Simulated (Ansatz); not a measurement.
Geometry optimisation, RKS PBE/def2-SVP in Ansatz 0.2.0.

Input file:

```yaml
crystal:
  periodic: [false, false, false]
  atoms:
    - { symbol: Hf, position_ang: [0.0, 0.0, 0.0] }
    - { symbol: "N", position_ang: [0.0, 0.0, 2.21] }
    - { symbol: H, position_ang: [-0.877, -0.2713, 2.74] }
    - { symbol: H, position_ang: [0.877, 0.2713, 2.74] }
    - { symbol: Cl, position_ang: [2.3764, 0.0, -0.8392] }
    - { symbol: O, position_ang: [-0.975, 1.6891, -0.6893] }
    - { symbol: Si, position_ang: [-2.5839, 1.7445, -1.1695] }
    - { symbol: H, position_ang: [-3.3961, 0.9604, -0.2437] }
    - { symbol: H, position_ang: [-3.0456, 3.1296, -1.1677] }
    - { symbol: H, position_ang: [-2.7103, 1.1918, -2.5149] }
    - { symbol: Cl, position_ang: [-1.1869, -2.0563, -0.8392] }
basis:
  gaussian: { orbitals: def2-SVP }
hamiltonian:
  xc: pbe
relax:
  f_tol: 0.02
  max_steps: 40
```

Run as:

```bash
$ ansatz run input.yaml --threads 4 --pin off --max-ram 5120MiB --backend cpu --events-out ev --progress --plain --runs-dir out
```

Question: Where does it end, and by what steps?

Answer: The run converged. After 12 steps the energy has fallen by 1.200 eV; Cl11 moved furthest, 1.03 Å.

```
step  energy less start (eV)  largest force component (eV/Å)  accepted
   0                  0.0000                           2.520       yes
   1                 -0.9217                           0.809       yes
   2                 -1.0103                           0.799       yes
   3                 -1.0451                           0.926       yes
   4                 -1.0928                           0.517       yes
   5                 -1.1342                           0.229       yes
   6                 -1.1558                           0.433       yes
   7                 -1.1864                           0.091       yes
   8                 -1.1903                           0.224       yes
   9                 -1.1941                           0.200       yes
  10                 -1.1990                           0.083       yes
  11                 -1.1997                           0.023       yes
  12                 -1.2000                           0.015       yes
```

```xyz
11
Properties=species:S:1:pos:R:3
Hf 0.019 -0.198 0.049
N 0.059 -0.041 2.062
H -0.586 0.506 2.644
H 0.738 -0.504 2.679
Cl 2.094 0.578 -0.818
O -1.467 0.901 -0.518
Si -2.740 1.782 -1.190
H -4.002 1.466 -0.438
H -2.438 3.249 -1.077
H -2.900 1.402 -2.635
Cl -0.299 -2.483 -0.531
```

Whether the end is a true minimum wasn't checked by a vibrational analysis.

Run time: 42 s on 4 threads of Arm Neoverse V1, with other jobs on the host, peak memory 0.22 GiB.
